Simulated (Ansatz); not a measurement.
Reactions of `FC(Cl)C[SiH3]`.

Computed with Ansatz on PBE0-D4/def2-TZVP structures; ΔE is electronic, products minus reactants. CBS: MP2 limit from def2 TZ/QZ plus the TZ coupled-cluster correction, frozen cores. This one scheme is used for every species. Each species was taken in one conformer, which may not be the lowest.

Task: Order these by ΔE at CCSD(T)/CBS, lowest first. (An estimate is asked.)
A. `FC(Cl)C[SiH3]` → `C[SiH](F)CCl`
B. `FC(Cl)C[SiH3]` + `FC1[SiH2]S1` → `[SiH3]C1[SiH2]S1` + `FCC(F)Cl`
C. `FC(Cl)C[SiH3]` → `CC(F)Cl` + `[SiH2]`
D. `FC(Cl)C[SiH3]` + `[SiH3]CC=S` → `[SiH3][SiH2]CC=S` + `CC(F)Cl`

Result: A (-252.2 kJ/mol), B (-26.6 kJ/mol), D (-15.0 kJ/mol), C (+225.4 kJ/mol).

Largest T1 diagnostic: 0.016, for `[SiH3][SiH2]CC=S`.
